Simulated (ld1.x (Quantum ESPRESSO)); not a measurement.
## V ultrasoft: all-electron and pseudo phase curves

V, ultrasoft, made with ld1.x (Quantum ESPRESSO) 7.5 (PBE, scalar-relativistic). Core [Ar], reference 3d3 4s1.75 4p0.25. Waves: 4s (bound): rcut 2.05, rcutus 2.70 bohr; 4s channel at 1 Ry: rcut 2.05, rcutus 2.70 bohr; 4p (bound): rcut 2.90, rcutus 3.45 bohr; 4p channel at 1.25 Ry: rcut 2.90, rcutus 3.45 bohr; 3d (bound): rcut 1.60, rcutus 2.05 bohr; 3d channel at 2.2 Ry: rcut 1.60, rcutus 2.05 bohr; 4f channel at -0.1 Ry: rc 3.40 bohr. Local part: the f channel. Core correction: a·sin(br)/r model core inside 1.85 bohr. Augmentation charge: built from norm-conserving waves at rcut, not smoothed further.

The phase is arctan(r·u′/u) with u = r·R(r), unwrapped; energies in Ry, scanned from -2 to 5 Ry. A pole is an energy at which the radial function vanishes at the test radius. The pseudo phase is shifted by a multiple of π to meet the all-electron one at the reference energy, and phase errors are pseudo minus all-electron; the curves can meet again beyond the range given. Levels narrower than the energy grid can be missing from the lists of poles.

**Question.** For each channel, where are the poles, and over which energies does the pseudopotential scatter like the atom?

**Answer.**

| channel | radius (bohr) | reference energy (Ry) | poles, all-electron | poles, pseudo | unbroken range about the reference energy with phases within 0.05 rad | phase error 1 Ry above the reference energy (rad) |
| --- | --- | --- | --- | --- | --- | --- |
| s | 3.75 | -0.36 | 0.19, 3.83 | 0.19, 3.91 | the whole range | -0.000 |
| p | 3.75 | -0.12 | 0.77, 4.48 | 0.78, 3.44 | below 1.9 | +0.001 |
| d | 3.75 | -0.41 | -0.36, 1.84 | -0.36, 2.40 | below 0.1 | +0.546 |
| f | 3.75 | -0.10 | 2.28 | 2.33 | below 3.1 | +0.006 |

A Bessel basis up to 400 Ry misses an occupied level by 0.24 Ry, so cutoffs and ghosts were not judged.

Phases in the f channel:

| E (Ry) | all-electron | pseudo |
| --- | --- | --- |
| -2.00 | 1.403 | 1.403 |
| -1.52 | 1.385 | 1.385 |
| -1.04 | 1.361 | 1.361 |
| -0.56 | 1.323 | 1.323 |
| -0.08 | 1.258 | 1.258 |
| 0.40 | 1.113 | 1.113 |
| 0.88 | 0.529 | 0.534 |
| 1.36 | -1.058 | -1.045 |
| 1.84 | -1.444 | -1.435 |
| 2.32 | -1.581 | -1.568 |
| 2.80 | -1.687 | -1.661 |
| 3.28 | -1.877 | -1.785 |
| 3.76 | -3.271 | -2.182 |
| 4.24 | -4.450 | -4.086 |
| 4.72 | -4.610 | -4.507 |
